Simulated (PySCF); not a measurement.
Cl (SMILES [Cl-]), charge -1, singlet; R2SCAN/cc-pVTZ run with PySCF.

Input for PySCF:
```python
from pyscf import gto, scf, dft

mol = gto.M(
    atom='''
Cl    0.000000    0.000000    0.000000
''',
    basis='cc-pvtz',
    charge=-1,
    spin=0,
    verbose=4,
)

mf = dft.RKS(mol)
mf.xc = 'r2scan'
mf.diis = False
mf.max_cycle = 100
mf.kernel()
```

What the program printed (banner, timings and long lists left out):

```
PySCF version 2.14.0

[INPUT] verbose = 4
[INPUT] num. atoms = 1
[INPUT] num. electrons = 18
[INPUT] charge = -1
[INPUT] spin (= nelec alpha-beta = 2S) = 0
[INPUT] symmetry False subgroup None
[INPUT] Mole.unit = angstrom
[INPUT] Symbol           X                Y                Z      unit          X                Y                Z       unit  Magmom
[...]
nuclear repulsion = 0
number of shells = 9
number of NR pGTOs = 59
number of NR cGTOs = 34
basis = cc-pvtz
ecp = {}

******** <class 'pyscf.dft.rks.RKS'> ********
method = RKS
initial guess = minao
damping factor = 0
level_shift factor = 0
DIIS disabled
SCF conv_tol = 1e-09
SCF conv_tol_grad = None
SCF max_cycles = 100
direct_scf = True
direct_scf_tol = 1e-13
XC library pyscf.dft.libxc version 7.1.2
    S. Lehtola, C. Steigemann, M. J. T. Oliveira, and M. A. L. Marques,  SoftwareX 7, 1–5 (2018)
XC functionals = r2scan
    J. W. Furness, A. D. Kaplan, J. Ning, J. P. Perdew, and J. Sun,  J. Phys. Chem. Lett. 11, 8208–8215 (2020)
    J. W. Furness, A. D. Kaplan, J. Ning, J. P. Perdew, and J. Sun,  J. Phys. Chem. Lett. 11, 9248–9248 (2020)
    J. W. Furness, A. D. Kaplan, J. Ning, J. P. Perdew, and J. Sun,  J. Phys. Chem. Lett. 11, 8208–8215 (2020)
    J. W. Furness, A. D. Kaplan, J. Ning, J. P. Perdew, and J. Sun,  J. Phys. Chem. Lett. 11, 9248–9248 (2020)
radial grids:
    Treutler-Ahlrichs [JCP 102, 346 (1995); DOI:10.1063/1.469408] (M4) radial grids

becke partition: Becke, JCP 88, 2547 (1988); DOI:10.1063/1.454033
pruning grids: <function nwchem_prune>
grids dens level: 3
symmetrized grids: False
atomic radii adjust function: <function treutler_atomic_radii_adjust>
small_rho_cutoff = 0
Set gradient conv threshold to 3.16228e-05
Initial guess from minao.
tot grids = 18880
init E= -460.08182110903
[...]
cycle= 1 E= -460.18644369025  delta_E= -0.105  |g|= 0.415  |ddm|= 0.378
[...]
cycle= 2 E= -460.186221086037  delta_E= 0.000223  |g|= 0.506  |ddm|= 1.05
[...]
cycle= 3 E= -460.184067503986  delta_E= 0.00215  |g|= 0.537  |ddm|= 0.915
[...]
cycle= 4 E= -460.175788146054  delta_E= 0.00828  |g|= 0.563  |ddm|= 0.952
[...]
cycle= 5 E= -460.173594325533  delta_E= 0.00219  |g|= 0.584  |ddm|= 0.984
[...]
cycle= 6 E= -460.163983268137  delta_E= 0.00961  |g|= 0.608  |ddm|= 1.03
[...]
cycle= 7 E= -460.162062604974  delta_E= 0.00192  |g|= 0.628  |ddm|= 1.06
[...]
cycle= 8 E= -460.151055690044  delta_E= 0.011  |g|= 0.654  |ddm|=  1.1
[...]
cycle= 9 E= -460.149599129864  delta_E= 0.00146  |g|= 0.673  |ddm|= 1.14
[...]
cycle= 10 E= -460.137149618482  delta_E= 0.0124  |g|= 0.699  |ddm|= 1.18
[...]
cycle= 11 E= -460.136372884177  delta_E= 0.000777  |g|= 0.718  |ddm|= 1.21
[...]
cycle= 12 E= -460.122470933486  delta_E= 0.0139  |g|= 0.744  |ddm|= 1.25
[...]
cycle= 13 E= -460.122603933335  delta_E= -0.000133  |g|= 0.762  |ddm|= 1.29
[...]
cycle= 14 E= -460.107278926886  delta_E= 0.0153  |g|= 0.787  |ddm|= 1.33
[...]
cycle= 15 E= -460.10855065706  delta_E= -0.00127  |g|= 0.805  |ddm|= 1.36
[...]
cycle= 16 E= -460.091869143692  delta_E= 0.0167  |g|= 0.829  |ddm|=  1.4
[...]
cycle= 17 E= -460.094491045811  delta_E= -0.00262  |g|= 0.845  |ddm|= 1.43
[...]
cycle= 18 E= -460.076550865968  delta_E= 0.0179  |g|= 0.869  |ddm|= 1.46
[...]
cycle= 19 E= -460.080701796618  delta_E= -0.00415  |g|= 0.883  |ddm|= 1.49
[...]
cycle= 20 E= -460.061623580822  delta_E= 0.0191  |g|= 0.905  |ddm|= 1.53
[...]
cycle= 21 E= -460.067437344357  delta_E= -0.00581  |g|= 0.918  |ddm|= 1.55
[...]
cycle= 22 E= -460.047354752532  delta_E= 0.0201  |g|= 0.939  |ddm|= 1.58
[...]
cycle= 23 E= -460.054912281554  delta_E= -0.00756  |g|= 0.95  |ddm|= 1.61
[...]
cycle= 24 E= -460.033962518252  delta_E= 0.0209  |g|= 0.97  |ddm|= 1.64
[...]
cycle= 25 E= -460.043289839196  delta_E= -0.00933  |g|= 0.979  |ddm|= 1.66
[...]
cycle= 26 E= -460.021605687317  delta_E= 0.0217  |g|= 0.997  |ddm|= 1.68
[...]
cycle= 27 E= -460.032677316297  delta_E= -0.0111  |g|=    1  |ddm|=  1.7
[...]
cycle= 28 E= -460.010381370727  delta_E= 0.0223  |g|= 1.02  |ddm|= 1.72
[...]
cycle= 29 E= -460.023127883525  delta_E= -0.0127  |g|= 1.03  |ddm|= 1.74
[...]
cycle= 30 E= -460.000329106899  delta_E= 0.0228  |g|= 1.04  |ddm|= 1.76
[...]
cycle= 31 E= -460.014647169868  delta_E= -0.0143  |g|= 1.05  |ddm|= 1.77
[...]
cycle= 32 E= -459.991439480934  delta_E= 0.0232  |g|= 1.06  |ddm|= 1.79
[...]
cycle= 33 E= -460.007202636456  delta_E= -0.0158  |g|= 1.06  |ddm|=  1.8
[...]
cycle= 34 E= -459.983665028877  delta_E= 0.0235  |g|= 1.08  |ddm|= 1.82
[...]
cycle= 35 E= -460.000733867839  delta_E= -0.0171  |g|= 1.08  |ddm|= 1.83
[...]
cycle= 36 E= -459.976931512435  delta_E= 0.0238  |g|= 1.09  |ddm|= 1.84
[...]
cycle= 37 E= -459.995162351417  delta_E= -0.0182  |g|= 1.09  |ddm|= 1.85
[...]
cycle= 38 E= -459.971148233866  delta_E= 0.024  |g|=  1.1  |ddm|= 1.86
[...]
cycle= 39 E= -459.990399888037  delta_E= -0.0193  |g|=  1.1  |ddm|= 1.87
[...]
cycle= 40 E= -459.966216637129  delta_E= 0.0242  |g|= 1.11  |ddm|= 1.87
[...]
cycle= 41 E= -459.986355246406  delta_E= -0.0201  |g|= 1.11  |ddm|= 1.88
[...]
cycle= 42 E= -459.962036917532  delta_E= 0.0243  |g|= 1.12  |ddm|= 1.89
[...]
cycle= 43 E= -459.982939021801  delta_E= -0.0209  |g|= 1.12  |ddm|= 1.89
[...]
cycle= 44 E= -459.958512707117  delta_E= 0.0244  |g|= 1.13  |ddm|=  1.9
[...]
cycle= 45 E= -459.980066891361  delta_E= -0.0216  |g|= 1.12  |ddm|=  1.9
[...]
cycle= 46 E= -459.955554102186  delta_E= 0.0245  |g|= 1.13  |ddm|= 1.91
[...]
cycle= 47 E= -459.977661556322  delta_E= -0.0221  |g|= 1.13  |ddm|= 1.91
[...]
cycle= 48 E= -459.953079370034  delta_E= 0.0246  |g|= 1.14  |ddm|= 1.92
[...]
cycle= 49 E= -459.975653682363  delta_E= -0.0226  |g|= 1.13  |ddm|= 1.92
[...]
cycle= 50 E= -459.951015671678  delta_E= 0.0246  |g|= 1.14  |ddm|= 1.92
[...]
cycle= 51 E= -459.973982125891  delta_E= -0.023  |g|= 1.14  |ddm|= 1.93
[...]
cycle= 52 E= -459.949299099873  delta_E= 0.0247  |g|= 1.14  |ddm|= 1.93
[...]
cycle= 53 E= -459.972593685416  delta_E= -0.0233  |g|= 1.14  |ddm|= 1.93
[...]
cycle= 54 E= -459.94787427432  delta_E= 0.0247  |g|= 1.15  |ddm|= 1.93
[...]
cycle= 55 E= -459.971442563336  delta_E= -0.0236  |g|= 1.14  |ddm|= 1.93
[...]
cycle= 56 E= -459.946693677434  delta_E= 0.0247  |g|= 1.15  |ddm|= 1.94
[...]
cycle= 57 E= -459.970489673653  delta_E= -0.0238  |g|= 1.14  |ddm|= 1.94
[...]
cycle= 58 E= -459.945716862218  delta_E= 0.0248  |g|= 1.15  |ddm|= 1.94
[...]
cycle= 59 E= -459.969701889677  delta_E= -0.024  |g|= 1.15  |ddm|= 1.94
[...]
cycle= 60 E= -459.944909621782  delta_E= 0.0248  |g|= 1.15  |ddm|= 1.94
[...]
cycle= 61 E= -459.969051293368  delta_E= -0.0241  |g|= 1.15  |ddm|= 1.94
[...]
cycle= 62 E= -459.944243177849  delta_E= 0.0248  |g|= 1.15  |ddm|= 1.94
[...]
cycle= 63 E= -459.968514464044  delta_E= -0.0243  |g|= 1.15  |ddm|= 1.95
[...]
cycle= 64 E= -459.943693422286  delta_E= 0.0248  |g|= 1.15  |ddm|= 1.95
[...]
cycle= 65 E= -459.968071827203  delta_E= -0.0244  |g|= 1.15  |ddm|= 1.95
[...]
cycle= 66 E= -459.943240229339  delta_E= 0.0248  |g|= 1.15  |ddm|= 1.95
[...]
cycle= 67 E= -459.967707072743  delta_E= -0.0245  |g|= 1.15  |ddm|= 1.95
[...]
cycle= 68 E= -459.942866845444  delta_E= 0.0248  |g|= 1.15  |ddm|= 1.95
[...]
cycle= 69 E= -459.967406644419  delta_E= -0.0245  |g|= 1.15  |ddm|= 1.95
[...]
cycle= 70 E= -459.942559356541  delta_E= 0.0248  |g|= 1.16  |ddm|= 1.95
[...]
cycle= 71 E= -459.96715929784  delta_E= -0.0246  |g|= 1.15  |ddm|= 1.95
[...]
cycle= 72 E= -459.942306228763  delta_E= 0.0249  |g|= 1.16  |ddm|= 1.95
[...]
cycle= 73 E= -459.966955721789  delta_E= -0.0246  |g|= 1.15  |ddm|= 1.95
[...]
cycle= 74 E= -459.94209791614  delta_E= 0.0249  |g|= 1.16  |ddm|= 1.95
[...]
cycle= 75 E= -459.966788216411  delta_E= -0.0247  |g|= 1.15  |ddm|= 1.95
[...]
cycle= 76 E= -459.941926528055  delta_E= 0.0249  |g|= 1.16  |ddm|= 1.95
[...]
cycle= 77 E= -459.966650421509  delta_E= -0.0247  |g|= 1.15  |ddm|= 1.95
[...]
cycle= 78 E= -459.941785549011  delta_E= 0.0249  |g|= 1.16  |ddm|= 1.95
[...]
cycle= 79 E= -459.966537088295  delta_E= -0.0248  |g|= 1.15  |ddm|= 1.95
[...]
cycle= 80 E= -459.941669603599  delta_E= 0.0249  |g|= 1.16  |ddm|= 1.95
[...]
cycle= 81 E= -459.966443888449  delta_E= -0.0248  |g|= 1.15  |ddm|= 1.95
[...]
cycle= 82 E= -459.94157426013  delta_E= 0.0249  |g|= 1.16  |ddm|= 1.95
[...]
cycle= 83 E= -459.966367254917  delta_E= -0.0248  |g|= 1.15  |ddm|= 1.95
[...]
cycle= 84 E= -459.941495867064  delta_E= 0.0249  |g|= 1.16  |ddm|= 1.95
[...]
cycle= 85 E= -459.96630424951  delta_E= -0.0248  |g|= 1.15  |ddm|= 1.95
[...]
cycle= 86 E= -459.941431417095  delta_E= 0.0249  |g|= 1.16  |ddm|= 1.95
[...]
cycle= 87 E= -459.966252453051  delta_E= -0.0248  |g|= 1.15  |ddm|= 1.95
[...]
cycle= 88 E= -459.941378434466  delta_E= 0.0249  |g|= 1.16  |ddm|= 1.95
[...]
cycle= 89 E= -459.966209874378  delta_E= -0.0248  |g|= 1.15  |ddm|= 1.95
[...]
cycle= 90 E= -459.941334881659  delta_E= 0.0249  |g|= 1.16  |ddm|= 1.95
[...]
cycle= 91 E= -459.966174875077  delta_E= -0.0248  |g|= 1.15  |ddm|= 1.95
[...]
cycle= 92 E= -459.941299082268  delta_E= 0.0249  |g|= 1.16  |ddm|= 1.95
[...]
cycle= 93 E= -459.966146107307  delta_E= -0.0248  |g|= 1.15  |ddm|= 1.95
[...]
cycle= 94 E= -459.941269657291  delta_E= 0.0249  |g|= 1.16  |ddm|= 1.95
[...]
cycle= 95 E= -459.966122462473  delta_E= -0.0249  |g|= 1.15  |ddm|= 1.95
[...]
cycle= 96 E= -459.941245472576  delta_E= 0.0249  |g|= 1.16  |ddm|= 1.95
[...]
cycle= 97 E= -459.966103028904  delta_E= -0.0249  |g|= 1.15  |ddm|= 1.95
[...]
cycle= 98 E= -459.941225595479  delta_E= 0.0249  |g|= 1.16  |ddm|= 1.95
[...]
cycle= 99 E= -459.96608705697  delta_E= -0.0249  |g|= 1.15  |ddm|= 1.95
[...]
cycle= 100 E= -459.941209259153  delta_E= 0.0249  |g|= 1.16  |ddm|= 1.95
SCF not converged.
SCF energy = -459.941209259153
```

Convergence was not reached.
